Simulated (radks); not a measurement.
Task: Valence configurations of the nitrogen ion N+ (all share [He]). Calculated with a radial shooting solver on a logarithmic mesh with Libxc functionals: non-relativistic Kohn-Sham, LDA (Slater exchange, Perdew-Wang correlation), spin-polarised, spherical densities, point nucleus; open shells are filled with parallel spins first. Order these by energy: 2p4; 2s2 2p2; 2s1 2p3; 2s1.5 2p2.5; 2s0.5 2p3.5.

Result: From the lowest, in eV above it: 2s2 2p2 0.000; 2s1.5 2p2.5 3.423; 2s1 2p3 5.651; 2s0.5 2p3.5 14.814; 2p4 22.854. NIST lists [He] 2s2 2p2 as the ground configuration; this level of theory agrees among the configurations tried. The energies are those of spherical high-spin densities, not of single terms.
